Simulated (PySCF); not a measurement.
Orbital picture of GeP

PBE0 at R = 2.146 Å; basis Ge cc-pVTZ-PP with ECP10, P cc-pV(T+d)Z; scalar-relativistic core potentials; PySCF 2.14. State: ⁶Σ⁺ (sextet), unpaired electrons σ ↑, π ↑↑↑↑, a second solution, started from another occupation. Only the outer orbitals are listed, counted within each symmetry, core potentials removing the inner ones.

```
spin  orbital  occ.  ε (eV)  on Ge (%)           main shells (%)
   α       7σ     1  -19.25         22           74 P s, 18 Ge s
   α       8σ     1  -13.56         61   61 Ge s, 22 P s, 15 P p
   α       4π     1   -9.04         18           81 P p, 16 Ge p
   α       4π     1   -9.04         18           81 P p, 16 Ge p
   α       9σ     1   -8.53         50  49 P p, 31 Ge p, 18 Ge s
   α       5π     1   -4.74         81           81 Ge p, 16 P p
   α       5π     1   -4.74         81           81 Ge p, 16 P p
   α      10σ     0    0.34         89           95 Ge p, 28 P p
   β       7σ     1  -16.20         29           66 P s, 22 Ge s
   β       8σ     1  -10.50         52   52 Ge s, 28 P s, 19 P p
   β       9σ     0   -4.48         55  45 P p, 28 Ge p, 26 Ge s
   β       4π     0   -4.19         25           74 P p, 22 Ge p
   β       4π     0   -4.19         25           74 P p, 22 Ge p
```

**Question.** Which are the highest filled and the lowest empty level, where do they sit, and how wide is the gap?

**Answer.** Highest filled α 5π at -4.74 eV (in %: 81 Ge p, 16 P p); lowest empty β 9σ at -4.48 eV (in %: 45 P p, 28 Ge p, 26 Ge s); the gap at PBE0 is 0.26 eV.

The bond order (Mayer) is 0.97 and the ⟨S²⟩ is 8.753. The charge on Ge (Mulliken, basis-dependent) is -0.11, the charge on Ge (Löwdin, basis-dependent) is -0.31 and the dipole moment (positive dipole means Ge(−)P(+)) is 1.24 D.

Spin–orbit coupling is left out.
